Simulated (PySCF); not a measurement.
A structure optimised at PBE-D3(BJ)/def2-SVP, used in a PySCF frequency run:

```
C
F 1 1.4023
H 1 1.1167 2 106.81
C 1 1.5199 3 109.63 2 -117.07
H 4 1.1075 1 110.27 3 60.83
H 4 1.1080 5 108.11 1 121.77
H 4 1.1092 5 108.36 6 117.33
C 1 1.5276 3 109.09 2 116.38
H 8 1.1105 1 107.04 3 -64.82
H 8 1.1119 9 106.27 1 115.35
C 8 1.5287 9 110.16 10 119.86
H 11 1.1079 8 111.06 9 -55.51
H 11 1.1091 12 107.22 8 122.72
H 11 1.1104 12 107.35 13 115.21
```
Charge 0, spin multiplicity 1.

Write its SMILES and formula.

CC[C@H](C)F, C4H9F

What are its rotational constants (standard atomic weights)?

7.6738, 3.3871, 2.5925 GHz
